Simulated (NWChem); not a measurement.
Everything below was run with NWChem. System: F4Se, charge 0, spin multiplicity 1, at a geometry optimised with B3LYP/def2-SVP. The structure started from a generated list of species. Level: G0W0@PBE0/def2-TZVP, RI basis def2-tzvp-rifit.

Job file:

```
start mol
memory heap 200 mb stack 700 mb global 1700 mb
geometry units angstroms nocenter noautoz
  Se     0.000000     0.000000    -0.324259
  F      0.000000    -1.320038     0.784360
  F      1.785407     0.000000    -0.171871
  F      0.000000     1.320038     0.784360
  F     -1.785407     0.000000    -0.171871
  symmetry group C2v
end
basis spherical
  * library def2-tzvp
end
basis "ri basis" bse spherical
  * library def2-tzvp-rifit
end
dft
  xc pbe0
  iterations 100
  direct
  tolerances tight
end
task dft energy
gw
  method cdgw
  states alpha occ 4 vir 2
end
task dft gw
```

Part of the output:

```
             Northwest Computational Chemistry Package (NWChem) 7.3.0
             --------------------------------------------------------

                                NWChem Input Module
                                -------------------

 Scaling coordinates for geometry "geometry" by  1.889725989
 (inverse scale =  0.529177249)

 Turning off AUTOSYM since
 SYMMETRY directive was detected!

                             Geometry "geometry" -> ""
                             -------------------------

 Output coordinates in angstroms (scale by  1.889725989 to convert to a.u.)

  No.       Tag          Charge          X              Y              Z
 ---- ---------------- ---------- -------------- -------------- --------------
    1 Se                  34.0000     0.00000000     0.00000000    -0.32425900
    2 F                    9.0000     0.00000000    -1.32003800     0.78436000
    3 F                    9.0000     1.78540700     0.00000000    -0.17187100
    4 F                    9.0000     0.00000000     1.32003800     0.78436000
    5 F                    9.0000    -1.78540700     0.00000000    -0.17187100

 Effective nuclear repulsion energy (a.u.)     467.7654485966

            Nuclear Dipole moment (a.u.)
            ----------------------------
        X                 Y               Z
 ---------------- ---------------- ----------------
     0.0000000000     0.0000000000    -0.0000075589

      Symmetry information
      --------------------

 Group name             C2v
 Group number             16
 Group order               4
 No. of unique centers     3

      Symmetry unique atoms

     1    2    3


 Summary of "ao basis" -> "" (spherical)
 ------------------------------------------------------------------------------
       Tag                 Description            Shells   Functions and Types
 ---------------- ------------------------------  ------  ---------------------
 *                         def2-tzvp                  on all atoms

 new library libraries.bse/

 Summary of "ri basis" -> "" (spherical)
 ------------------------------------------------------------------------------
[...]
         353.433144340962           0.000000000000           0.000000000000
           0.000000000000         549.527903255185           0.000000000000
           0.000000000000           0.000000000000         668.971068464716

     Multipole analysis of the density
     ---------------------------------

     L   x y z        total         alpha         beta         nuclear
     -   - - -        -----         -----         ----         -------
     0   0 0 0     -0.000000    -35.000000    -35.000000     70.000000

     1   1 0 0      0.000000      0.000000      0.000000      0.000000
     1   0 1 0      0.000000      0.000000      0.000000      0.000000
     1   0 0 1     -0.738636     -0.369314     -0.369314     -0.000008

     2   2 0 0    -32.932335   -118.916801   -118.916801    204.901267
     2   1 1 0     -0.000000     -0.000000     -0.000000      0.000000
     2   1 0 1      0.000000      0.000000      0.000000      0.000000
     2   0 2 0    -27.675571    -69.841012    -69.841012    112.006453
     2   0 1 1     -0.000000     -0.000000     -0.000000      0.000000
     2   0 0 2    -26.525377    -40.368097    -40.368097     54.210817

 Task  times  cpu:       32.0s     wall:       32.0s

                                NWChem Input Module
                                -------------------

                                 NWChem GW Module
                                 ----------------

                             ***********************
                             ***        GW       ***
                             ***********************

 Summary of "ri basis" -> "ri basis" (spherical)
 ------------------------------------------------------------------------------
       Tag                 Description            Shells   Functions and Types
 ---------------- ------------------------------  ------  ---------------------
 Se                     def2-tzvp-rifit             37      159   10s9p8d5f4g1h
 F                      def2-tzvp-rifit             22       76   8s6p4d3f1g

                 Memory Information
                 ------------------
          Available GA per process is          1699.8 MBs
          Available stack per process is        700.0 MBs
          Available heap per process is           0.0 MBs

          Peak memory in Initialization
              Peak GA per process is                 24.2 MBs
              Peak stack per process is               0.3 MBs
              Peak heap per process is               25.2 MBs
              Memory not in MA per process            0.0 MBs

          Peak memory in CDGW Calculation
              Peak GA per process is                 27.8 MBs
              Peak stack per process is               3.3 MBs
              Peak heap per process is                3.8 MBs
              Memory not in MA per process            0.0 MBs

          Computing 2-center integrals
          Computing Inverse Cholesky factor
          Computing 3-center integrals
          Computing Vxc

          Computing Sigma_x
          Computing W(iw) on the imaginary grid
          Solving quasiparticle equations

                  Alpha Orbitals
          State     Energy (eV)     Error (eV)
          -----------------------------------
@GW        32        -14.449           0.002
@GW        33        -14.284           0.002
@GW        34        -14.113           0.004
@GW        35        -12.576           0.002
@GW        36         -0.294           0.002
@GW        37          1.506           0.002

     GW Timing Statistics
   ------------------------
   Init.   :          0.3s
     ERIs  :          4.7s
     Distr.:          0.1s
     Vxc   :          3.4s
   Vmo     :          0.0s
   iW      :          8.1s
   I_n     :          0.0s
   R_n     :          2.2s
   GW total:         18.7s

 Task  times  cpu:       18.7s     wall:       18.7s

 Total times  cpu:       50.7s     wall:       50.7s
```
